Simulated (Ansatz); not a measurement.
A nudged elastic band was laid between two geometries of H$_{5}$NO$_{2}$Si$_{2}$ (10 atoms, charge 0, multiplicity 1).

The calculation used RKS r2SCAN-D4/STO-3G in Ansatz.

```yaml
movable_images: 5
climbing_image: yes
spring: 5.0 eV/Å²
optimiser: quadratic models (default)
start_path: IDPP
force_threshold: 0.05 eV/Å
iteration_limit: 60
end_points: relaxed
```

Initial state:

```xyz
10
Properties=species:S:1:pos:R:3
O -1.320 -0.879 -1.234
Si 0.265 -1.042 -0.593
O 0.004 -2.541 0.220
N 0.429 0.265 0.614
Si -0.192 1.894 0.736
H -1.332 0.066 -1.623
H 0.921 -2.790 0.595
H 1.274 0.124 1.222
H 0.966 2.784 0.580
H -0.931 2.067 -0.515
```

Final state:

```xyz
10
Properties=species:S:1:pos:R:3
O -1.366 -1.107 -0.900
Si 0.305 -1.114 -0.428
O 0.285 -2.109 0.987
N 0.555 0.461 0.371
Si 0.410 2.094 -0.258
H -1.371 -0.614 -1.796
H 0.261 -3.060 0.616
H 1.391 0.385 1.010
H 0.633 2.866 0.963
H -1.021 2.147 -0.563
```

Problem. What changes between the two ends?

Solution. No bond is made or broken. The height of Si5 over the plane of its neighbours goes from 0.64 to -0.66 Å.

Problem. What energy profile does the band end with?

Solution. It converged. The highest image is number 4 of 0 to 6, 0.52 eV above the first end and 0.23 eV above the last; the last end lies 0.29 eV above the first. The profile has 2 maxima (images 1, 4) with wells between them (image 2): this band takes more than one step, which may be the mechanism or a detour left from its start path. A vibrational analysis at the climbing image gives one clearly imaginary mode, 515i cm⁻¹: a first-order saddle point. Limits of this set-up: minimal basis.

```json
{"image": "0", "path coordinate (Å)": "0.00", "energy (eV)": "0.00", "height of Si5 over the plane of its neighbours (Å)": "0.64"}
{"image": "1", "path coordinate (Å)": "0.78", "energy (eV)": "0.03", "height of Si5 over the plane of its neighbours (Å)": "0.63"}
{"image": "2", "path coordinate (Å)": "1.57", "energy (eV)": "0.00", "height of Si5 over the plane of its neighbours (Å)": "0.62"}
{"image": "3", "path coordinate (Å)": "2.35", "energy (eV)": "0.07", "height of Si5 over the plane of its neighbours (Å)": "0.56"}
{"image": "4", "path coordinate (Å)": "3.14", "energy (eV)": "0.52", "height of Si5 over the plane of its neighbours (Å)": "-0.12"}
{"image": "5", "path coordinate (Å)": "3.80", "energy (eV)": "0.30", "height of Si5 over the plane of its neighbours (Å)": "-0.61"}
{"image": "6", "path coordinate (Å)": "4.47", "energy (eV)": "0.29", "height of Si5 over the plane of its neighbours (Å)": "-0.66"}
```

Problem. What is the geometry of the highest image?

Solution. 
```xyz
10
Properties=species:S:1:pos:R:3
O -1.205 -0.527 -0.934
Si 0.381 -1.198 -0.573
O 0.010 -2.089 0.896
N 0.717 0.351 0.393
Si 0.131 1.886 0.091
H -1.398 -0.838 -1.887
H 0.401 -3.013 0.703
H 1.486 0.325 1.107
H 0.569 2.948 0.967
H -1.009 2.104 -0.759
```

The run took 5.1 min on 1 thread of Arm Neoverse V1, on a shared host, peak memory 0.12 GiB.
